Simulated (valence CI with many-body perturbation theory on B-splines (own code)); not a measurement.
## Ladder of approximations for Sn XXX

Calculated by valence CI with perturbative core correlation (CI+MBPT): three valence electrons over a frozen Dirac-Fock core [Ar], radial functions for each j: 9 s, 9 p, 10 d, 8 f, 5 g, 3 h, 1 i, with the one-electron correlation potential Σ1, the two-electron term Σ2, the three-electron term Σ3, Breit, model QED; selected CI, second order for the rest (own B-spline code, finite nucleus).

No measured spectrum was set against this ion. As an estimate, large intervals hold to a few tenths of a per cent, small ones and those within an open d or f shell to about a per cent. Only levels of the ground parity were solved; by the run's estimate the other parity begins above the list, which can be wrong where configurations are misplaced.

Each rung adds one term. CI alone is the Dirac-Coulomb CI over the frozen core; QED comes last and gives the full result, which names the levels. Energies are above 3d3 4F_3/2 on the same rung, in eV.

Names give the largest LS component (configuration and term), which can be under half, so a name can repeat, a term be missing and a line seem to break the LS rules; names also repeat where a configuration has a term twice. Letters in brackets count levels of one name in rising energy.

```
         Level  CI alone    + Σ1    + Σ2    + Σ3  + Breit    Full
    3d3 4F_5/2     6.848   6.919   7.087   7.109    6.741   6.769
    3d3 4F_7/2    11.318  11.413  11.559  11.569   10.916  10.951
    3d3 4P_3/2    12.569  12.632  12.257  12.362   12.130  12.151
3d3 2G_9/2 [a]    13.417  13.506  13.621  13.599   12.827  12.859
    3d3 4P_1/2    14.871  14.947  14.469  14.590   14.255  14.281
    3d3 2G_7/2    20.718  20.858  20.961  20.907   20.159  20.210
    3d3 2H_9/2    21.853  22.006  22.217  22.246   21.264  21.320
    3d3 4P_5/2    22.217  22.345  21.952  21.974   21.404  21.449
3d3 2D_3/2 [a]    25.154  25.311  25.039  24.989   24.385  24.441
    3d3 2P_1/2    26.520  26.682  26.261  26.464   25.783  25.840
   3d3 2H_11/2    28.116  28.282  28.445  28.469   27.274  27.332
3d3 2D_5/2 [a]    30.568  30.742  30.312  30.158   29.339  29.399
    3d3 2F_5/2    33.339  33.483  32.792  32.865   32.350  32.396
3d3 2G_9/2 [b]    33.904  34.141  34.359  34.314   33.065  33.150
    3d3 2F_7/2    34.721  34.887  34.266  34.344   33.461  33.516
    3d3 2P_3/2    36.682  36.913  36.612  36.739   35.805  35.887
3d3 2D_3/2 [b]    49.338  49.547  48.553  48.553   47.870  47.935
3d3 2D_5/2 [b]    50.786  51.026  50.333  50.344   49.463  49.542
```

Problem. How does the ionisation energy move along the ladder, and which term matters most?

Solution. CI alone 1670.2, + Σ1 1672.8, + Σ2 1678.0, + Σ3 1678.1, + Breit 1677.2, + QED 1677.3 eV. The largest step is Σ2, 5.3 eV. NIST lists 1676 ± 4 eV (theoretical).
